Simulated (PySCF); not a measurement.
CH₅Ge₂N.

```xyz
9

C     -1.5804    -0.4897     0.0000
N     -1.5456     0.7875     0.0000
Ge     0.3339     1.2111     0.0000
Ge     0.2902    -1.2563     0.0000
H     -2.5477    -1.0297     0.0000
H      0.7257     2.0149    -1.2602
H      0.7257     2.0149     1.2602
H      0.7136    -2.0642    -1.2525
H      0.7136    -2.0642     1.2525
```
Charge 0, spin multiplicity 1.

Coordinates come from a B3LYP-D3(BJ)/def2-SVP optimisation. This is a generated structure with no PubChem entry under its InChIKey; it may be hypothetical.

These are PBE0/pcSseg-1 (PySCF) values and carry that method's errors. Non-relativistic, no solvent.

Computed absolute GIAO shielding of each atom: isotropic value and principal components (ppm):
```
atom  σ(iso)     σ11     σ22     σ33   span
----  ------  ------  ------  ------  -----
C1     -23.9  -118.0   -38.2    84.4  202.4
N2    -299.6  -789.9  -212.2   103.5  893.4
Ge3   1370.4  1168.0  1351.3  1591.8  423.8
Ge4   1409.2  1063.3  1451.9  1712.4  649.1
H5      21.4    17.9    21.3    24.8    6.9
H6      25.3    20.6    21.0    34.4   13.8
H7      25.3    20.6    21.0    34.4   13.8
H8      25.3    20.0    21.4    34.5   14.5
H9      25.3    20.0    21.4    34.5   14.5
```
